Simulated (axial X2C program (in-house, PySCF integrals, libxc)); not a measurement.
Estimating the spin–orbit splitting of the π levels of I₂

All values were computed with an in-house relativistic program for diatomic molecules. Spin-free means the one-electron spin-free X2C Hamiltonian; two-component (2c) means X2C with spin–orbit coupling and atomic mean-field two-electron Coulomb and Gaunt terms, so the difference of the two also holds small scalar two-electron terms. Basis: I dyall-cv3z [11s12p8d4f1g] (cores contracted in-house); Gaussian nuclei, density fitting, unrestricted open shells. Masses: I 126.904 u.

Hartree–Fock at 2.686 Å, closed shell. Valence p splittings ε(p3/2) − ε(p1/2) of spherical Dirac–Hartree–Fock atoms with fractionally filled p shells: I 5p 1.126 eV.

```tsv
filled π level (eV), spin-free	I p share
-11.93	0.98
-9.84	0.98
```

Q: In first order a p shell splits by 3ζ/2 and a π orbital by ζ. Estimate the splitting of each π level from the shares.

A: level -11.93 eV: (2/3) × (0.98 × 1.126) = 0.74 eV; level -9.84 eV: (2/3) × (0.98 × 1.126) = 0.74 eV.

The two-component Hartree–Fock calculation gives:

| ε(ω = 1/2) (eV) | σ share of it | ε(ω = 3/2) (eV) | splitting (eV) | estimate (eV) |
| --- | --- | --- | --- | --- |
| -12.352 | 0.01 | -11.574 | 0.78 | 0.74 |
| -10.063 | 0.07 | -9.420 | 0.64 | 0.74 |

The estimate leaves out the mixing of π1/2 with σ1/2 levels, which pushes the ω = 1/2 spinor up or down, the d and f parts of the orbital, small shares of the strongly split outer-core p shell of a metal, the Gaunt term (absent from the atomic values), and the change of the atomic p orbitals with charge; Löwdin shares depend on the basis.
